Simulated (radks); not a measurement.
Results of a calculation; reference values are marked as such.
Tc XXIII, 21 electrons, occupied as [Ar] 3d3. Level of theory: Dirac Kohn-Sham, PBEsol, spin-unpolarised, spherical densities, finite nucleus; open shells fill j = l - 1/2 first; Fermi nuclear charge, rms radius 4.4112 fm (a radial shooting solver on a logarithmic mesh with Libxc functionals).

Spin-orbit splittings of the eigenvalues, e(l+1/2) - e(l-1/2), with zeta = 2 splitting/(2l+1) and mean radii in bohr:

shell  occ.  splitting (eV)  zeta (eV)  <r> j=l-1/2  <r> j=l+1/2
2p        6           119.1      79.41       0.1264       0.1310
3p        6           24.54      16.36       0.3727       0.3808
3d        3           5.251      2.100       0.3419       0.3443
